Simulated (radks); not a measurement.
Species: the gadolinium ion Gd+. Configuration: [Xe] 4f7 6s1 6p1 (not the ground configuration).

All-electron calculation, scalar-relativistic Kohn-Sham, PBE, spin-unpolarised, spherical densities, point nucleus. Program: a radial shooting solver on a logarithmic mesh with Libxc functionals.

Energy parts (hartree):
part                       energy
total                 -11270.7557
kinetic                12103.6685
electron-nucleus      -27471.8201
Hartree                 4345.6126
exchange-correlation    -248.2167

Orbitals (lengths in bohr, moments of r in powers of bohr; <r^-3> diverges for s and p1/2):
orbital  occ.  eigenvalue (hartree)  <r^-3>      <r^4>
1s          2             -1841.688       -  1.140e-06
2s          2             -304.3924       -  0.0001815
2p          6             -270.8978   11430  0.0001356
3s          2             -67.76403       -   0.007023
3p          6             -57.38955    2397   0.007366
3d         10             -43.70257   323.3   0.005880
4s          2             -13.94059       -     0.1728
4p          6             -10.52157   534.8     0.2267
4d         10              -5.79348   60.32     0.3583
5s          2              -2.19252       -      5.764
5p          6              -1.35864   74.54      11.15
4f          7              -0.68378   8.128      2.508
6s          1              -0.39938       -      282.6
6p          1              -0.25608   7.835      688.8

The highest occupied level is 6p at -6.968 eV. Summed over all electrons, <r^2> = 71.18 bohr^2, which gives a Langevin (diamagnetic) susceptibility term of -56.4 x 10^-6 cm^3/mol.
